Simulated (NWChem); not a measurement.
Molecule: C$_{2}$H$_{8}$OSi; SMILES C[SiH2]CO

```xyz
12

C      0.9905     1.5726     0.1436
Si    -0.6200     0.6618    -0.1681
C     -0.4588    -1.1437     0.3969
O      0.6524    -1.7007    -0.2695
H      0.9710     2.5910    -0.2728
H      1.2000     1.6454     1.2220
H      1.8153     1.0166    -0.3277
H     -0.9623     0.6903    -1.6246
H     -1.7551     1.2836     0.5896
H     -0.3434    -1.1613     1.5012
H     -1.4041    -1.6804     0.1749
H      0.7495    -2.6181     0.0043
```
Atoms are numbered in this order, from 1.

All runs: NWChem. Medium grid unless said otherwise, to which SCAN and Minnesota functionals are sensitive. Structure relaxed at the PBE0/def2-SVP level. Total energies of different functionals are on different scales.

```csv
level,energy (Ha),highest occupied level (eV),orbital gap (eV),dipole (D)
PBE/def2-TZVP,-445.4563,-6.34,6.18,1.56
B3LYP/def2-TZVP,-445.8381,-7.77,8.16,1.57
BLYP/def2-TZVP,-445.7365,-6.27,6.10,1.55
"LDA (Slater exchange, VWN5)/def2-TZVP",-443.3334,-6.46,6.15,1.60
PW6B95/def2-TZVP,-446.2511,-8.17,8.85,1.57
r2SCAN/def2-TZVP,-445.6900,-6.70,7.19,1.57
```
